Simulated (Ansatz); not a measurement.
WOF₄⁻, relaxed as a doublet with UKS PBE0-D4/def2-SVPD in Ansatz, starting from the PBE0-D4/def2-SVP geometry of the neutral singlet. Force threshold 0.02 eV/Å.

In the def2 sets W takes a core potential; there is no spin–orbit coupling.

Start:

| atom | x (Å) | y (Å) | z (Å) |
| --- | --- | --- | --- |
| W1 | -0.002 | 0.023 | -0.036 |
| O2 | -0.071 | 0.942 | -1.429 |
| F3 | 1.533 | -1.000 | -0.210 |
| F4 | -0.931 | -1.529 | -0.436 |
| F5 | -1.496 | 0.517 | 0.942 |
| F6 | 0.968 | 1.046 | 1.167 |

```csv
step,energy (eV),largest force component (eV/Å),SCF passes
1,-14727.2098,2.853,33
2,-14727.7936,0.505,41
3,-14727.7969,0.023,36
4,-14727.7970,0.010,39
```

Force components are those of the run's own axes.

End:

| atom | x (Å) | y (Å) | z (Å) |
| --- | --- | --- | --- |
| W1 | -0.005 | 0.068 | -0.103 |
| O2 | -0.076 | 1.002 | -1.520 |
| F3 | 1.578 | -1.048 | -0.187 |
| F4 | -0.957 | -1.592 | -0.419 |
| F5 | -1.538 | 0.513 | 0.999 |
| F6 | 0.997 | 1.057 | 1.230 |

By distances, no bond broke or formed. The bond that changes most is W1–F6, from 1.85 to 1.94 Å (atoms count from 1).

No frequencies were taken in this run, so the end may be a saddle point.

Run time 16 s (4 threads of Intel Xeon on a shared host).
